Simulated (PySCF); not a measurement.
# Hartree-Fock beside MP2: CClGeH3Si

All numbers below are calculated, not measured. They come from PySCF 2.14.0, an open-source quantum chemistry program, on an isolated molecule that a program drew, which may never have been made. The molecule is CClGeH3Si (charge 0, singlet), drawn as the SMILES string `Cl[SiH]=[CH][GeH]`.

The geometry was optimised and harmonic frequencies were computed with HF and MP2, all in the cc-pV(D+d)Z basis, for the commonest isotopes, with a restricted reference for singlets and an unrestricted one otherwise, and a frozen core in MP2. Germanium has the cc-pVDZ-PP basis, with a core potential (ECP10MDF) in place of its 10 inner electrons, and its 3s, 3p and 3d shells are frozen in MP2. Each result is a local minimum of its method.

Geometry at the HF minimum:
```xyz
7
CClGeH3Si, angstrom
Cl   -3.8655   -0.6601    0.8683
Si   -1.9383   -0.9408    1.4664
C    -0.6349   -1.2315    0.4198
Ge   -0.7895   -1.3406   -1.5214
H    -1.8946   -0.8467    2.9288
H     0.3251   -1.3574    0.9176
H     0.7555   -1.6160   -1.7738
```

Lengths of the bonds as drawn, in Å (atoms numbered as above):
| bond | HF | MP2 |
|---|---|---|
| Cl1-Si2 | 2.037 | 2.038 |
| Si2-C3 | 1.697 | 1.722 |
| C3-Ge4 | 1.950 | 1.966 |
| Si2-H5 | 1.466 | 1.476 |
| C3-H6 | 1.089 | 1.102 |
| Ge4-H7 | 1.590 | 1.596 |

Rotational constants, in GHz:
| constant | HF | MP2 |
|---|---|---|
| A | 6.102 | 5.843 |
| B | 1.136 | 1.172 |
| C | 0.9574 | 0.9764 |

Harmonic frequencies in cm^-1, each column in rising order, so a row needn't be the same motion in every method:
```
rank    HF   MP2
   1    84    78
   2   166   135
   3   234   228
   4   294   270
   5   524   509
   6   559   517
   7   633   614
   8   761   694
   9   790   728
  10   889     ?
  11  1020   948
  12  1181  1071
  13  1968  1937
  14  2397  2320
  15  3294  3182
```

**Estimate the missing MP2 frequency from the HF column.**

A single factor s that minimises the squared misfit of MP2 against s times HF over the other rows is sum(HF x MP2) / sum(HF^2) = 0.9614, with an rms misfit of 28 cm^-1. For rank 10 it gives 0.9614 x 889 = 855 cm^-1. The calculation gives 828 cm^-1, 27 cm^-1 below the estimate. The drawn bonds are on average 0.8 % longer in MP2 than in HF.
